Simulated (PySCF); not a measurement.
## Telling isomers of C$_{6}$H$_{11}$N$_{3}$ apart by NMR

[PySCF 2.14: shielding tensors at PBE0/pcSseg-1 (GIAO); PBE0-D3(BJ)/def2-SVP geometry; non-relativistic Hamiltonian; equivalent nuclei averaged; no solvent model; single conformer]

Shifts are taken against calculated references (same method and geometry level): ¹H and ¹³C against TMS. Where no couplings were computed, multiplicities follow the n + 1 count of equivalent neighbours, and m marks all less simple cases (inequivalent or close neighbours, rings, F or P nearby). Shifts are as computed. Against solution values, carbons near 30 ppm lie about +2 ppm off and those near 130 ppm about +5 ppm. Of 1313 compounds with measured shifts, 239 miss one by over three times the rms of a fit or turn the order of signals round; such compounds aren't used in these exercises. OH and NH positions are gas-phase values without hydrogen bonding to other molecules.

(1) Tabulate the signals of `CCc1cnn(CC)n1`, `CC(C)c1cnn(C)n1`, `CCc1nn(C)nc1C`, `Cc1n[nH]c(C(C)C)n1`, `CC(C)(C)c1cn[nH]n1` and their relative energies.

(2) What is the quickest way to tell CCc1nn(C)nc1C from Cc1n[nH]c(C(C)C)n1?

(3) What is the quickest way to tell CCc1cnn(CC)n1 from CCc1nn(C)nc1C?

(4) What is the quickest way to tell CC(C)c1cnn(C)n1 from CC(C)(C)c1cn[nH]n1?

Results:

(1) 
```json
{"SMILES": "CCc1cnn(CC)n1", "carbon types": "1×C 1×CH 2×CH2 2×CH3", "δC": "154.1, 136.8, 50.9, 22.3, 19.4, 18.1", "δH": "7.32 (s, 1H), 4.14 (q, 2H), 2.57 (q, 2H), 1.34 (t, 3H), 1.18 (t, 3H)", "E rel. (kcal/mol)": "18.1"}
{"SMILES": "CC(C)c1cnn(C)n1", "carbon types": "1×C 2×CH 3×CH3", "δC": "158.9, 134.4, 40.9, 28.8, 25.7", "δH": "7.38 (s, 1H), 3.92 (s, 3H), 2.95 (sept, 1H), 1.20 (d, 6H)", "E rel. (kcal/mol)": "20.0"}
{"SMILES": "CCc1nn(C)nc1C", "carbon types": "2×C 1×CH2 3×CH3", "δC": "151.0, 144.6, 40.6, 21.6, 16.5, 11.7", "δH": "3.84 (s, 3H), 2.54 (q, 2H), 2.29 (s, 3H), 1.10 (t, 3H)", "E rel. (kcal/mol)": "16.1"}
{"SMILES": "Cc1n[nH]c(C(C)C)n1", "carbon types": "2×C 1×CH 3×CH3", "δC": "165.3, 163.6, 29.0, 21.2, 16.0", "δH": "9.01 (br s, 1H), 2.90 (sept, 1H), 2.34 (s, 3H), 1.32 (d, 6H)", "E rel. (kcal/mol)": "0.0"}
{"SMILES": "CC(C)(C)c1cn[nH]n1", "carbon types": "2×C 1×CH 3×CH3", "δC": "161.4, 133.7, 32.0, 31.4", "δH": "10.42 (br s, 1H), 7.44 (s, 1H), 1.37 (s, 9H)", "E rel. (kcal/mol)": "19.4"}
```

Energies are electronic energies at PBE0/pcSseg-1 on these geometries, without zero-point or thermal terms, each for the one conformer computed, which needn't be the lowest.

(2) Count the carbon signals: 6 against 5. The first has an sp3 CH2 on an aromatic ring at 21.6 ppm, the second an sp3 CH on an aromatic ring at 29.0 ppm. Their most deshielded carbons lie at 151.0 and 165.3 ppm. In the proton spectra the most deshielded non-exchanging signals are 3.84 (s, 3H) and 2.90 (sept, 1H).

(3) Both give the same number of carbon signals, but DEPT or the intensities differ. The first has an aromatic CH next to a ring nitrogen at 136.8 ppm, the second a methyl carbon bonded to N (CH3) at 40.6 ppm. Their most deshielded carbons lie at 154.1 and 151.0 ppm. In the proton spectra the most deshielded non-exchanging signals are 7.32 (s, 1H) and 3.84 (s, 3H).

(4) Count the carbon signals: 5 against 4. The first has an sp3 CH on an aromatic ring at 28.8 ppm, the second a quaternary sp3 carbon on an aromatic ring (C) at 31.4 ppm. Their most deshielded carbons lie at 158.9 and 161.4 ppm.
